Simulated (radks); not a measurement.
Cs11+, 44 electrons, occupied as [Kr] 4d8. Method: scalar-relativistic Kohn-Sham, BLYP, spin-polarised, spherical densities, finite nucleus; open shells are filled with parallel spins first (spin-orbit coupling, left out, can overturn this in heavy ions); Fermi nuclear charge, rms radius 4.8041 fm; computed with a radial shooting solver on a logarithmic mesh with Libxc functionals.

X-ray form factor f0, the Fourier transform of the density (f0(0) = 44):

sin(theta)/lambda (1/angstrom),f0 (electrons)
0.05,43.780
0.1,43.133
0.15,42.094
0.2,40.718
0.25,39.075
0.3,37.242
0.4,33.312
0.5,29.469
0.6,26.069
0.8,21.038
1,17.890
1.25,15.149
1.5,12.782
2,8.830
